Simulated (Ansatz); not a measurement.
A short molecular-dynamics run on `[SiH3][O][Al]([SH])[Cl]`.

```yaml
crystal:
  periodic: [false, false, false]
  atoms:
    - {symbol: Si, position_ang: [-1.749216, -0.032585, 0.068496]}
    - {symbol: O, position_ang: [-0.122769, 0.037633, -0.000707]}
    - {symbol: Al, position_ang: [1.474860, 0.512683, -0.068778]}
    - {symbol: S, position_ang: [3.066885, -0.947539, -0.108119]}
    - {symbol: Cl, position_ang: [1.979671, 2.531337, -0.117370]}
    - {symbol: H, position_ang: [-2.344868, 0.812917, -0.998549]}
    - {symbol: H, position_ang: [-2.188356, -1.438913, -0.123777]}
    - {symbol: H, position_ang: [-2.220858, 0.447499, 1.393365]}
    - {symbol: H, position_ang: [2.193151, -1.969334, -0.061661]}
basis:
  gaussian: {orbitals: "6-31G*"}
hamiltonian: {xc: {name: BLYP}}
md: {timestep: 1 fs, n_steps: 20, ensemble: nvt_langevin, temperature: 1000, initial_velocities: maxwell_boltzmann, friction: 0.01, seed: 650}
```

```sh
$ ansatz run in.yaml --threads 4 --pin off --events-out ev --progress --plain --max-ram 10444MiB
```

```csv
step,time (fs),potential energy (eV),kinetic (eV),T (K),conserved (eV)
0,0.0,-39947.4202,1.0341,889,–
1,1.0,-39947.3837,1.0220,878,–
2,2.0,-39947.2535,0.8984,772,–
3,3.0,-39947.1139,0.7251,623,–
4,4.0,-39947.0142,0.6856,589,–
5,5.0,-39946.9808,0.6445,554,–
6,6.0,-39947.0332,0.6946,597,–
7,7.0,-39947.1454,0.7825,673,–
8,8.0,-39947.2359,0.8859,762,–
9,9.0,-39947.2138,0.9604,826,–
10,10.0,-39947.0691,0.7790,670,–
11,11.0,-39946.9939,0.6695,575,–
12,12.0,-39947.1237,0.7913,680,–
13,13.0,-39947.2604,0.9394,807,–
14,14.0,-39947.2444,0.9033,776,–
15,15.0,-39947.1244,0.7564,650,–
16,16.0,-39947.0118,0.6169,530,–
17,17.0,-39946.9724,0.5689,489,–
18,18.0,-39947.0067,0.6414,551,–
19,19.0,-39947.0952,0.7153,615,–
20,20.0,-39947.1909,0.8354,718,–
```

Velocities are drawn at the set temperature; a run this short doesn't reach equilibrium.

Frames (Å, forces in eV/Å):

```xyz
9
time=0.0 fs
Si   -1.749   -0.033    0.068   -0.895   -0.021    0.043
O    -0.123    0.038   -0.001    0.174   -0.274   -0.007
Al    1.475    0.513   -0.069    0.530    0.113   -0.023
S     3.067   -0.948   -0.108    0.640    0.005   -0.024
Cl    1.980    2.531   -0.117    0.171    0.637   -0.016
H    -2.345    0.813   -0.999   -0.134    0.097   -0.137
H    -2.188   -1.439   -0.124   -0.105   -0.183   -0.024
H    -2.221    0.447    1.393   -0.118    0.051    0.173
H     2.193   -1.969   -0.062   -0.263   -0.424    0.016
9
time=1.0 fs
Si   -1.745   -0.032    0.064   -1.080    0.246   -0.100
O    -0.118    0.027    0.002   -0.004   -0.269   -0.048
Al    1.469    0.513   -0.074    0.854    0.234   -0.021
S     3.065   -0.951   -0.110   -0.512   -1.170    0.050
Cl    1.983    2.537   -0.109    0.125    0.522   -0.020
H    -2.369    0.808   -1.021    0.068   -0.102    0.097
H    -2.169   -1.439   -0.110   -0.171   -0.269   -0.026
H    -2.212    0.476    1.383   -0.117    0.019    0.132
H     2.116   -2.007   -0.040    0.837    0.788   -0.063
9
time=2.0 fs
Si   -1.741   -0.031    0.059   -1.268    0.354   -0.165
O    -0.113    0.016    0.005   -0.261   -0.278   -0.082
Al    1.462    0.514   -0.079    1.225    0.340   -0.022
S     3.063   -0.955   -0.112   -1.263   -1.782    0.122
Cl    1.987    2.543   -0.102    0.079    0.415   -0.025
H    -2.389    0.806   -1.043    0.253   -0.286    0.312
H    -2.151   -1.449   -0.095   -0.194   -0.179   -0.017
H    -2.203    0.503    1.378   -0.094   -0.039    0.017
H     2.044   -2.037   -0.020    1.523    1.454   -0.140
9
time=3.0 fs
Si   -1.738   -0.029    0.054   -1.444    0.272   -0.085
O    -0.108    0.004    0.007   -0.536   -0.290   -0.104
Al    1.455    0.515   -0.084    1.597    0.461   -0.024
S     3.060   -0.959   -0.114   -1.694   -2.024    0.178
Cl    1.991    2.549   -0.095    0.031    0.300   -0.031
H    -2.401    0.805   -1.062    0.376   -0.411    0.452
H    -2.133   -1.467   -0.080   -0.183    0.069   -0.005
H    -2.198    0.528    1.378   -0.039   -0.126   -0.180
H     1.989   -2.055   -0.002    1.890    1.751   -0.201
9
time=4.0 fs
Si   -1.735   -0.027    0.049   -1.537    0.052    0.058
O    -0.104   -0.008    0.010   -0.791   -0.297   -0.122
Al    1.449    0.516   -0.088    1.945    0.572   -0.026
S     3.058   -0.963   -0.115   -1.931   -2.062    0.224
Cl    1.995    2.555   -0.089   -0.017    0.191   -0.037
H    -2.407    0.800   -1.075    0.435   -0.462    0.498
H    -2.116   -1.488   -0.063   -0.172    0.352   -0.007
H    -2.195    0.547    1.378    0.003   -0.189   -0.337
H     1.953   -2.058    0.017    2.064    1.843   -0.250
9
time=5.0 fs
Si   -1.733   -0.026    0.043   -1.521   -0.237    0.186
O    -0.099   -0.019    0.012   -1.021   -0.303   -0.140
Al    1.443    0.517   -0.092    2.267    0.680   -0.027
S     3.054   -0.969   -0.114   -2.037   -1.963    0.253
Cl    2.000    2.561   -0.082   -0.063    0.088   -0.045
H    -2.409    0.787   -1.085    0.438   -0.447    0.464
H    -2.098   -1.508   -0.042   -0.174    0.586   -0.027
H    -2.190    0.562    1.371    0.005   -0.197   -0.382
H     1.933   -2.046    0.034    2.106    1.793   -0.283
9
time=6.0 fs
Si   -1.731   -0.024    0.038   -1.465   -0.559    0.334
O    -0.097   -0.030    0.013   -1.123   -0.297   -0.161
Al    1.437    0.518   -0.095    2.496    0.780   -0.025
S     3.049   -0.976   -0.114   -1.961   -1.715    0.253
Cl    2.005    2.567   -0.075   -0.109   -0.010   -0.052
H    -2.404    0.767   -1.094    0.386   -0.371    0.365
H    -2.084   -1.524   -0.018   -0.181    0.776   -0.050
H    -2.182    0.576    1.361   -0.018   -0.179   -0.379
H     1.935   -2.015    0.046    1.974    1.575   -0.285
9
time=7.0 fs
Si   -1.729   -0.023    0.034   -1.442   -0.820    0.564
O    -0.096   -0.041    0.014   -1.041   -0.264   -0.184
Al    1.434    0.519   -0.097    2.598    0.850   -0.019
S     3.043   -0.983   -0.114   -1.589   -1.220    0.212
Cl    2.010    2.572   -0.069   -0.153   -0.100   -0.058
H    -2.394    0.743   -1.100    0.298   -0.252    0.215
H    -2.075   -1.534    0.004   -0.197    0.882   -0.075
H    -2.176    0.589    1.354   -0.026   -0.173   -0.411
H     1.961   -1.968    0.057    1.551    1.097   -0.244
9
time=8.0 fs
Si   -1.727   -0.023    0.030   -1.406   -0.973    0.865
O    -0.095   -0.055    0.016   -0.897   -0.219   -0.199
Al    1.431    0.520   -0.099    2.628    0.910   -0.011
S     3.037   -0.990   -0.114   -0.765   -0.347    0.088
Cl    2.015    2.578   -0.063   -0.197   -0.194   -0.065
H    -2.380    0.717   -1.105    0.185   -0.108    0.028
H    -2.072   -1.534    0.026   -0.222    0.876   -0.103
H    -2.176    0.601    1.350   -0.008   -0.180   -0.485
H     2.003   -1.912    0.068    0.682    0.234   -0.118
9
time=9.0 fs
Si   -1.726   -0.024    0.028   -1.286   -1.014    1.176
O    -0.094   -0.069    0.019   -0.761   -0.171   -0.209
Al    1.429    0.521   -0.101    2.607    0.960    0.001
S     3.031   -0.998   -0.115    0.639    0.992   -0.183
Cl    2.020    2.584   -0.056   -0.240   -0.290   -0.073
H    -2.362    0.692   -1.110    0.052    0.047   -0.180
H    -2.074   -1.524    0.053   -0.263    0.735   -0.142
H    -2.177    0.608    1.347    0.008   -0.162   -0.544
H     2.049   -1.856    0.078   -0.757   -1.096    0.153
9
time=10.0 fs
Si   -1.725   -0.026    0.026   -1.132   -0.905    1.370
O    -0.093   -0.083    0.022   -0.585   -0.104   -0.212
Al    1.429    0.521   -0.103    2.483    0.987    0.024
S     3.024   -1.006   -0.116    2.328    2.489   -0.565
Cl    2.025    2.590   -0.047   -0.278   -0.389   -0.083
H    -2.341    0.671   -1.119   -0.055    0.163   -0.334
H    -2.079   -1.505    0.077   -0.323    0.462   -0.178
H    -2.181    0.609    1.342    0.015   -0.113   -0.555
H     2.087   -1.815    0.086   -2.452   -2.590    0.535
9
time=11.0 fs
Si   -1.725   -0.029    0.025   -0.994   -0.688    1.338
O    -0.092   -0.096    0.025   -0.368   -0.012   -0.205
Al    1.432    0.521   -0.104    2.259    0.990    0.055
S     3.018   -1.012   -0.117    3.078    3.096   -0.793
Cl    2.030    2.597   -0.039   -0.309   -0.490   -0.095
H    -2.322    0.653   -1.134   -0.104    0.210   -0.380
H    -2.084   -1.483    0.096   -0.399    0.121   -0.194
H    -2.190    0.608    1.330    0.006   -0.030   -0.485
H     2.099   -1.805    0.102   -3.169   -3.197    0.758
9
time=12.0 fs
Si   -1.726   -0.032    0.024   -0.810   -0.433    1.114
O    -0.092   -0.108    0.027   -0.200    0.078   -0.192
Al    1.435    0.520   -0.107    2.026    0.969    0.092
S     3.014   -1.017   -0.118    2.124    2.196   -0.608
Cl    2.035    2.602   -0.029   -0.335   -0.585   -0.107
H    -2.304    0.639   -1.152   -0.122    0.210   -0.356
H    -2.091   -1.461    0.113   -0.485   -0.255   -0.201
H    -2.197    0.604    1.311   -0.041    0.105   -0.308
H     2.081   -1.834    0.130   -2.156   -2.284    0.566
9
time=13.0 fs
Si   -1.728   -0.035    0.024   -0.569   -0.192    0.734
O    -0.091   -0.118    0.028   -0.104    0.159   -0.170
Al    1.438    0.520   -0.109    1.785    0.908    0.133
S     3.011   -1.021   -0.120    0.522    0.672   -0.174
Cl    2.040    2.608   -0.020   -0.353   -0.662   -0.119
H    -2.286    0.627   -1.171   -0.121    0.176   -0.291
H    -2.104   -1.441    0.130   -0.557   -0.615   -0.200
H    -2.206    0.601    1.285   -0.119    0.283   -0.032
H     2.043   -1.891    0.166   -0.484   -0.729    0.120
9
time=14.0 fs
Si   -1.730   -0.038    0.025   -0.266   -0.053    0.242
O    -0.090   -0.130    0.028   -0.015    0.257   -0.143
Al    1.442    0.521   -0.111    1.508    0.809    0.176
S     3.008   -1.024   -0.123   -0.648   -0.534    0.219
Cl    2.046    2.613   -0.011   -0.365   -0.719   -0.130
H    -2.270    0.616   -1.187   -0.122    0.148   -0.239
H    -2.117   -1.425    0.142   -0.621   -0.918   -0.180
H    -2.214    0.602    1.253   -0.232    0.497    0.342
H     2.001   -1.955    0.204    0.763    0.512   -0.287
9
time=15.0 fs
Si   -1.732   -0.041    0.026    0.001   -0.078   -0.246
O    -0.089   -0.141    0.028    0.084    0.364   -0.117
Al    1.447    0.523   -0.112    1.227    0.709    0.218
S     3.006   -1.027   -0.126   -1.279   -1.274    0.487
Cl    2.051    2.619   -0.003   -0.376   -0.773   -0.140
H    -2.258    0.604   -1.200   -0.119    0.126   -0.200
H    -2.129   -1.418    0.148   -0.649   -1.056   -0.151
H    -2.222    0.608    1.221   -0.353    0.700    0.717
H     1.966   -2.016    0.238    1.463    1.283   -0.567
9
time=16.0 fs
Si   -1.735   -0.044    0.028    0.082   -0.282   -0.638
O    -0.090   -0.151    0.026    0.214    0.470   -0.087
Al    1.452    0.524   -0.113    0.936    0.603    0.257
S     3.003   -1.032   -0.129   -1.541   -1.665    0.642
Cl    2.056    2.623    0.005   -0.384   -0.823   -0.148
H    -2.252    0.590   -1.215   -0.089    0.086   -0.108
H    -2.148   -1.423    0.149   -0.584   -0.905   -0.123
H    -2.233    0.620    1.197   -0.416    0.813    0.939
H     1.946   -2.066    0.266    1.782    1.703   -0.733
9
time=17.0 fs
Si   -1.737   -0.046    0.030   -0.014   -0.537   -0.883
O    -0.090   -0.161    0.023    0.328    0.566   -0.048
Al    1.458    0.526   -0.113    0.649    0.498    0.292
S     3.001   -1.037   -0.130   -1.576   -1.821    0.718
Cl    2.060    2.628    0.012   -0.390   -0.863   -0.156
H    -2.245    0.577   -1.235   -0.035    0.023    0.060
H    -2.175   -1.438    0.148   -0.437   -0.543   -0.102
H    -2.248    0.638    1.182   -0.387    0.797    0.937
H     1.943   -2.095    0.287    1.863    1.880   -0.818
9
time=18.0 fs
Si   -1.740   -0.049    0.031   -0.242   -0.746   -0.858
O    -0.092   -0.171    0.018    0.476    0.660   -0.005
Al    1.464    0.528   -0.114    0.357    0.389    0.324
S     2.998   -1.042   -0.131   -1.475   -1.813    0.744
Cl    2.064    2.632    0.019   -0.396   -0.896   -0.163
H    -2.235    0.567   -1.253   -0.009   -0.030    0.196
H    -2.207   -1.458    0.151   -0.251   -0.094   -0.099
H    -2.267    0.660    1.177   -0.256    0.643    0.711
H     1.957   -2.102    0.306    1.796    1.887   -0.850
9
time=19.0 fs
Si   -1.742   -0.052    0.033   -0.589   -0.794   -0.655
O    -0.096   -0.182    0.013    0.759    0.765    0.036
Al    1.470    0.531   -0.114    0.062    0.252    0.353
S     2.995   -1.048   -0.131   -1.245   -1.602    0.701
Cl    2.068    2.637    0.027   -0.404   -0.925   -0.170
H    -2.224    0.557   -1.267   -0.007   -0.060    0.282
H    -2.239   -1.474    0.155   -0.084    0.264   -0.097
H    -2.289    0.685    1.181   -0.060    0.400    0.359
H     1.987   -2.086    0.318    1.568    1.700   -0.811
9
time=20.0 fs
Si   -1.744   -0.055    0.035   -0.991   -0.692   -0.566
O    -0.101   -0.191    0.009    1.096    0.859    0.078
Al    1.475    0.536   -0.113   -0.201    0.093    0.375
S     2.991   -1.054   -0.132   -0.812   -1.118    0.544
Cl    2.072    2.642    0.034   -0.414   -0.949   -0.175
H    -2.217    0.550   -1.283    0.026   -0.117    0.434
H    -2.274   -1.483    0.158    0.060    0.497   -0.084
H    -2.312    0.713    1.183    0.129    0.168    0.050
H     2.030   -2.054    0.325    1.107    1.259   -0.655
```

Hardware: 4 threads of an AMD EPYC 9R45 on a shared host. Wall time 9 s, peak host memory 0.47 GiB.
